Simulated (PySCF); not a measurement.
**Correlation energy of Se⁺ (selenium, charge +1)**

[Ar] 3d10 4s2 4p3, high-spin 4S determinant. All numbers are calculated (PySCF 2.14, the non-relativistic Hamiltonian (point nucleus), in def2-SVP). Frozen: [Ar] 3d10; 5 electrons correlated.

MP2 pair energies summed by pair of shells (mhartree):

```
 pair  energy  share (%)
4s-4p  -38.71       64.9
4p-4p  -14.04       23.5
4s-4s   -6.87       11.5
```

Total MP2 correlation energy: -59.61 mhartree.

Same-spin part -15.94 and opposite-spin part -43.67 mhartree; SCS-MP2 scales them by 1/3 and 6/5 to -57.72 mhartree.

| level | correlation energy (mhartree) |
| --- | --- |
| CCSD | -74.96 |
| (T) | -0.88 |
| CCSD(T) | -75.84 |

Diagnostics: T1 = 0.0013, D1 = 0.0035, largest double amplitude 0.060.

Cost of the coupled-cluster step: 0.17 s of wall time on 1 thread of Neoverse-V1 (shared host), for 5 correlated electrons.

Iterations:

```
CC2 = 0
CCSD nocc = (np.int64(4), np.int64(1)), nmo = (18, 18)
frozen orbitals [[0, 1, 2, 3, 4, 5, 6, 7, 8, 9, 10, 11, 12, 13], [0, 1, 2, 3, 4, 5, 6, 7, 8, 9, 10, 11, 12, 13]]
max_cycle = 100
direct = 0
conv_tol = 1e-08
conv_tol_normt = 1e-06
diis_space = 8
diis_start_cycle = 0
Init t2, MP2 energy = -0.0596098755977777
Init E_corr(UCCSD) = -0.0596098756136127
cycle = 1  E_corr(UCCSD) = -0.0716064881992743  dE = -0.0119966126  norm(t1,t2) = 0.037163
cycle = 2  E_corr(UCCSD) = -0.0741024719612616  dE = -0.00249598376  norm(t1,t2) = 0.00986444
cycle = 3  E_corr(UCCSD) = -0.0749715658315776  dE = -0.00086909387  norm(t1,t2) = 0.0032204
cycle = 4  E_corr(UCCSD) = -0.0749568380191813  dE = 1.47278124e-05  norm(t1,t2) = 0.000346735
cycle = 5  E_corr(UCCSD) = -0.0749573544227838  dE = -5.16403603e-07  norm(t1,t2) = 4.18781e-05
cycle = 6  E_corr(UCCSD) = -0.074957054547679  dE = 2.99875105e-07  norm(t1,t2) = 9.298e-06
cycle = 7  E_corr(UCCSD) = -0.0749572495942579  dE = -1.95046579e-07  norm(t1,t2) = 9.56533e-07
cycle = 8  E_corr(UCCSD) = -0.0749571950203903  dE = 5.45738676e-08  norm(t1,t2) = 1.50563e-07
cycle = 9  E_corr(UCCSD) = -0.0749571987029335  dE = -3.68254321e-09  norm(t1,t2) = 2.00901e-08
UCCSD converged
E(UCCSD) = -2399.289898969227  E_corr = -0.07495719870293355
UCCSD(T) correction = -0.000881103657270324
```
